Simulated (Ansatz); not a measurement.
```yaml
crystal:
  periodic: [false, false, false]
  atoms:
    - {symbol: C, position_ang: [0.418303, -1.173028, 0.882751]}
    - {symbol: N, position_ang: [0.559235, -0.262664, -0.332607]}
    - {symbol: Hf, position_ang: [-0.599322, 1.454780, -0.854227]}
    - {symbol: F, position_ang: [-2.467800, 0.373000, -0.982628]}
    - {symbol: F, position_ang: [0.361318, 2.155776, -2.263320]}
    - {symbol: F, position_ang: [-0.822401, 2.372163, 0.770843]}
    - {symbol: H, position_ang: [1.127994, -1.075748, 1.746812]}
    - {symbol: H, position_ang: [0.381364, -2.529404, 0.741179]}
    - {symbol: H, position_ang: [-0.637877, -0.879053, 1.348834]}
    - {symbol: H, position_ang: [1.706209, -0.377095, -0.626098]}
basis:
  gaussian: {orbitals: def2-SVP}
magnetization: {spin_polarized: true, initial_magnetization: 6}
hamiltonian: {xc: {name: SVWN5}}
output: {forces: true}
```

```sh
$ ansatz run in.yaml --threads 4 --pin off --events-out ev --progress --plain --max-ram 11315MiB
```

Output, abridged:

```
Functional definition: SVWN5
1320 factors; their error is unknown
mean field evaluation 1: about -11924.0093 eV, gradient 6.3e1 eV
mean field evaluation 2: about -11728.8922 eV, gradient 2.1e2 eV
mean field evaluation 4: about -11867.8632 eV, gradient 1.1e2 eV
mean field evaluation 8: about -11947.7160 eV, gradient 2.1e1 eV
mean field evaluation 16: about -11950.9505 eV, gradient 2.4e-1 eV
mean field evaluation 32: about -11950.9564 eV, gradient 2.1e-3 eV
mean field evaluation 160: about -11950.9223 eV, gradient 5.9e-2 eV
mean field -11950.95642087 eV, -439.1895478178 hartree, gradient 2.8e-6 eV, S^2 12.004520; 10 other end points of the search recorded, 0 dependent functions left out
reference -11950.95647782 eV, -439.1895499107 hartree; 31, 25 occupied and 91, 97 virtual orbitals, 1320 factors
Total energy: -11950.95647782 eV, -439.1895499107 hartree
Atom 0 at     0.418303    -1.173028     0.882751 Å, force    -0.363694     0.088320    -2.719857 eV/Å
Atom 1 at     0.559235    -0.262664    -0.332607 Å, force    -0.614629    -4.192926     3.572051 eV/Å
Atom 2 at    -0.599322     1.454780    -0.854227 Å, force    -2.196958     0.348823    -0.568516 eV/Å
Atom 3 at    -2.467800     0.373000    -0.982628 Å, force     0.032762    -0.410587     0.288087 eV/Å
Atom 4 at     0.361318     2.155776    -2.263320 Å, force     1.843425     1.135925    -2.504946 eV/Å
Atom 5 at    -0.822401     2.372163     0.770843 Å, force    -0.636401     1.478605     2.483062 eV/Å
Atom 6 at     1.127994    -1.075748     1.746812 Å, force     0.420709     0.927606     0.332351 eV/Å
Atom 7 at     0.381364    -2.529404     0.741179 Å, force    -0.408202     1.184533     0.124324 eV/Å
Atom 8 at    -0.637877    -0.879053     1.348834 Å, force     0.343698    -0.562270    -0.309196 eV/Å
Atom 9 at     1.706209    -0.377095    -0.626098 Å, force     1.579290     0.001970    -0.697359 eV/Å
Dipole moment:     0.204527    -0.633918     0.490693 e Å
```

Question: What is wrong with this run?

Answer: The spin is set far too high for this molecule. The run converged. The result belongs to that input, not to the molecule as meant.
